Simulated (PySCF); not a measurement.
# Spin–spin coupling constants

Cartesian coordinates in Å; atom numbers follow the order of the lines, from 1:
```xyz
16

C     2.787   -0.481   -0.299
O     1.617   -0.127    0.397
C     0.530    0.118   -0.384
F     0.092   -1.049   -0.989
C    -0.572    0.661    0.497
O    -1.712    0.981   -0.258
C    -2.692    0.024   -0.283
F    -3.368   -0.014    0.907
H     2.654   -1.422   -0.856
H     3.582   -0.613    0.444
H     3.086    0.314   -1.008
H     0.759    0.814   -1.217
H    -0.790   -0.074    1.290
H    -0.209    1.578    0.983
H    -3.398    0.311   -1.078
H    -2.280   -0.984   -0.463
```

Indirect spin–spin couplings were computed at B3LYP/pcJ-1 (spin–dipole term only in couplings to heteroatoms) (PySCF) on a PBE0-D3(BJ)/def2-SVP structure, for the isolated molecule, without vibrational or relativistic corrections. Couplings are averaged over pairs made equivalent by symmetry, fast rotation or ring inversion, so a value needn't be that of the named pair in this geometry, while other rotamers aren't included; one pair stands for each set, and the list holds a selection of those of at least 0.8 Hz over up to four bonds, among pairs with at least one C or F or H atom (others weren't computed). One-bond C–F couplings come out tens of Hz too large with common functionals.

Isotopes: 13C, 19F, 1H, 17O. Couplings to quadrupolar nuclei such as 17O and 33S are rarely resolved in practice.

```csv
pair,bonds,J (Hz)
"C1, O2",1,22.2
"C1, H9",1,?
"O2, C3",1,?
"C3, F4",1,-275.5
"C3, C5",1,?
"C3, H12",1,175.9
"C5, O6",1,21.9
"C5, H13",1,147.7
"C5, H14",1,?
"O6, C7",1,?
"C7, F8",1,-283.6
"C7, H15",1,177.3
"C7, H16",1,178.2
"O2, H9",2,-6.5
"C3, O6",2,-4.4
"F4, H12",2,?
"O6, H15",2,?
"H13, H14",2,-15.5
"C1, H12",3,5.6
"F4, H14",3,34.7
"O6, H12",3,-0.8
"C7, H13",3,8.6
"H12, H14",3,?
"F4, C7",4,6.6
"F8, H13",4,0.8
"F8, H14",4,3.9
```

Question: Estimate the withheld couplings, with signs.

Answer: 
- 1J(C1,H9) = 148.6 Hz (mean over equivalent pairs that range from 142.8 to 152.7 Hz in this conformer)
- 1J(O2,C3) = 26.4 Hz (bond length 1.361 Å)
- 1J(C3,C5) = 54.5 Hz (bond length 1.512 Å)
- 1J(C5,H14) = 153.0 Hz (bond length 1.100 Å, sp3 carbon)
- 1J(O6,C7) = 27.0 Hz (bond length 1.370 Å)
- 2J(F4,H12) = 79.6 Hz (angle at C3 105°)
- 2J(O6,H15) = -18.6 Hz (angle at C7 107°)
- 3J(H12,H14) = 2.1 Hz (dihedral angle 65°)
